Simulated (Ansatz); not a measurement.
Species: sum formula SnOF$_{2}$, charge 0, multiplicity 1. SMILES: [O]=[Sn]([F])[F]
Geometry from a B3LYP-D3(BJ)/def2-TZVP (Ansatz, a quantum-chemistry and plane-wave program) optimisation:
```
Sn
O 1 1.8251
F 1 1.9083 2 131.13
F 1 1.9083 2 131.13 3 -180.00
```

CCSD(T) with Ansatz in growing basis sets, 24 correlated electrons. Cores are frozen in the correlated levels unless marked. UHF or UKS for open shells. No spin-orbit coupling. Frozen are the shells of the preceding noble gas and the d and f shells that filled before the atom's block. In def2 rows, elements after Kr have scalar-relativistic effective core potentials. Costs are ratios of core time to the smallest set, on shared machines of one kind, and rough; they hold the program's checks for lower states.

```
basis        functions  cost over smallest  E(corr) (Eh)  electronic atomisation energy (kcal/mol)
-----------  ---------  ------------------  ------------  ----------------------------------------
def2-SVPD          101                  1×       -0.7157                                     266.0
def2-TZVPPD        176                  4×             ?                                         ?
```

**Question.** What does the step to def2-TZVPPD buy, and how does its cost grow by formal scaling?

**Answer.** Formally CCSD grows as o²v⁴ and (T) as o³v⁴; with o = 12 and v going from 77 to 152 both grow 15-fold in the last step, while integrals and the mean field grow more slowly. That step adds 172.2 mEh of correlation energy and 18.4 kcal/mol to the atomisation energy. Row: E(corr) (Eh) -0.8879, electronic atomisation energy (kcal/mol) 284.4.
